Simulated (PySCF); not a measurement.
An EPR job on `BP[Si]1OCCCO1` [radical].

Computed with UKS B3LYP, pcH-1 on B C H O P Si, non-relativistic, mean-field spin-orbit, GIAO (PySCF 2.14.0). Geometry: GFN2-xTB. The command runs a driver script over a list of jobs; the input below is this job's line of settings and its coordinates in Å.

Command:
```bash
OMP_NUM_THREADS=1 python probes_run.py task.json out
```

Input:
```
{"job": {"kind": "epr", "basis": "pcH-1"}, "charge": 0, "multiplicity": 2}
B      3.615621     0.746388    -0.583853
P      2.450842    -0.641760    -0.297011
Si     0.699060     0.077646     0.897296
O     -0.115083     1.199275     0.025177
C     -1.479636     1.107350    -0.279519
C     -1.926272    -0.334573    -0.486227
C     -1.684418    -1.148885     0.778189
O     -0.332469    -1.166255     1.148714
H      3.258400     1.647006    -1.238467
H      4.729976     0.663227    -0.241141
H      3.056246    -1.343782     0.728564
H     -2.054273     1.563464     0.537080
H     -1.641953     1.695288    -1.189212
H     -2.984369    -0.360794    -0.746457
H     -1.344559    -0.769099    -1.301781
H     -2.268063    -0.731380     1.608615
H     -1.986047    -2.191085     0.630124
```

Problem. What does the run print?

Solution. 
```
UKS, coarse grid
  cycle   1  E = -925.74464306  |g| = 7.26e-01
  cycle   2  E = -925.39509268  |g| = 1.21e+00
  cycle   3  E = -925.93014037  |g| = 1.05e-01
  cycle   4  E = -925.93383524  |g| = 5.42e-02
  cycle   5  E = -925.93557310  |g| = 1.25e-02
  cycle   6  E = -925.93566501  |g| = 5.55e-03
  cycle   7  E = -925.93568183  |g| = 2.03e-03
  cycle   8  E = -925.93568572  |g| = 1.17e-03
  cycle   9  E = -925.93568643  |g| = 3.19e-04
UKS, final grid
  cycle   1  E = -925.93574826  |g| = 4.61e-04
  cycle   2  E = -925.93574810  |g| = 7.80e-04
  cycle   3  E = -925.93574837  |g| = 7.99e-05
  cycle   4  E = -925.93574837  |g| = 2.81e-05
E = -925.93574837 Eh   <S^2> = 0.7540 (exact 0.7500)
g shifts (ppm)      1          2          3
  rmc          -185       -185       -185
  gc             54         56         39
  oz_so       -2582       -634         88
  total       -2714       -763        -58
hyperfine (MHz)  atom isotope    a_iso     a_fc   dipolar eigenvalues
    0   11B       5.15       5.23     -5.67     -4.32     10.00
    1   31P      99.20      99.65    -73.58    -61.22    134.80
    2  29Si    -830.29    -830.98   -107.17     50.33     56.84
    3   17O     -37.41     -37.33    -24.26     11.85     12.42
    4   13C      -1.71      -1.72     -1.22     -0.99      2.21
    5   13C       0.38       0.37     -0.46     -0.36      0.82
    6   13C       0.01       0.01     -1.53     -1.36      2.89
    7   17O     -56.86     -56.77    -23.84     11.58     12.26
    8    1H      -5.92      -5.90     -3.19     -0.01      3.21
    9    1H      -3.87      -3.85     -3.46     -0.51      3.97
   10    1H      -5.66      -5.67     -4.91     -0.12      5.03
   11    1H       3.87       3.87     -1.93     -1.38      3.31
   12    1H       6.49       6.49     -1.57     -0.84      2.41
   13    1H       4.01       4.01     -0.75     -0.65      1.40
   14    1H      -0.30      -0.30     -1.16     -0.98      2.14
   15    1H       2.40       2.40     -1.98     -1.39      3.37
   16    1H       6.67       6.67     -1.68     -0.80      2.48
```

rmc, gc and oz_so are the mass-correction, gauge-correction and orbital-Zeeman/spin–orbit parts of the g shift along its three principal axes; a_iso is the isotropic hyperfine coupling and a_fc its Fermi-contact part. Atoms in this output count from 0.

Problem. Get g_iso from the total shifts.

Solution. Their mean is -1178 ppm; added to g_e = 2.002319 it gives 2.00114.

In short: ⟨S²⟩ 0.754; g_iso 2.0011.

The structure is a single GFN2-xTB conformer in the gas phase; no vibrational or solvent corrections.

Problem. Estimate the wall time. Hardware: an Arm Neoverse V2 with one thread, no GPU, shared host. And the peak memory of the process?

Solution. About 2.0 min (density and orbital grids were written too), with 1.1 GiB resident at the peak, the Python interpreter and its libraries included.
Labels such as C1 count atoms from 1, the log's own numbers from 0.
